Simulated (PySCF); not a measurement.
## Ne(2+): ionisation energy

Ne(2+) [He] 2s2 2p4 (3P) → Ne(3+) [He] 2s2 2p3 (4S), as a difference of total energies. Computed with PySCF 2.14 in aug-cc-pCVTZ-DK with one added diffuse shell each of s, p, d, f type (8s7p5d3f, 75 functions), with scalar relativity by spin-free X2C-1e. Correlated levels: valence: 1s2 frozen; valence and next inner shell: nothing frozen. The calculations carry no spin-orbit coupling.

| method | ionisation energy (eV) |
| --- | --- |
| UHF | 61.805 |
| LDA | 63.605 |
| PBE | 63.865 |
| PBE0 | 63.715 |
| r2SCAN | 63.604 |
| r2SCANh | 63.563 |
| TPSS | 63.991 |
| wB97X-V | 63.583 |
| HSE06 | 63.771 |
| MP2 (valence) | 63.029 |
| SCS-MP2 (valence) | 63.142 |
| MP2 (valence and next inner shell) | 63.064 |
| SCS-MP2 (valence and next inner shell) | 63.161 |

Question: How much does correlation contribute at MP2 (valence and next inner shell)?

Answer: 63.064 − (61.805) = 1.259 eV, measured against UHF.

A first-order spin-orbit estimate (lowest level to lowest level, LS coupling) adds 0.037 eV.

Errors of the correlated levels include the incompleteness of this basis and the frozen core.

For comparison: 63.423 eV (measured; NIST Atomic Spectra Database, ionization energies).
